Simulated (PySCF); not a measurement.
## Dipole response of As (arsenic, neutral)

[Ar] 3d10 4s2 4p3, high-spin 4S determinant. Computed with PySCF 2.14 in x2c-QZVPPall with one added diffuse shell each of s, p, d, f type (12s9p6d5f1g, 113 functions), with scalar relativity by spin-free X2C-1e. Coupled (time-dependent) response in atomic units; α is the mean over directions.

```csv
method,mean α (bohr³),C₆ (like pair),S(−4)
UHF,30.29,258.4,263.3
PBE,33.14,284.3,366.8
PBE0,31.59,269.2,313.2
r2SCANh,31.35,275.9,284.2
```

S(−4) is the Cauchy moment in α(ω) = α(0) + S(−4) ω² + …

Reference α: 30 ± 1 bohr³ (recommended; Schwerdtfeger and Nagle, table of static dipole polarizabilities (2023 update)). Published C₆: 246.0 (Chu and Dalgarno (2004); Tang, Norbeck and Certain (1976)).

α(iu) at r2SCANh:

| u (hartree) | α(iu) (bohr³) |
| --- | --- |
| 0 | 31.35 |
| 0.0500 | 30.66 |
| 0.100 | 28.81 |
| 0.200 | 23.56 |
| 0.300 | 18.49 |
| 0.500 | 11.47 |
| 0.750 | 6.913 |
| 1.00 | 4.599 |
| 1.50 | 2.507 |
| 2.00 | 1.625 |
| 3.00 | 0.8943 |
| 5.00 | 0.4297 |

A single London oscillator, α(iu) = α/(1 + u²/ω²), gives C₆ = (3/4) ω α². Matching the computed C₆ needs ω = 4 × 275.9 / (3 × 31.35²) = 0.374 hartree.
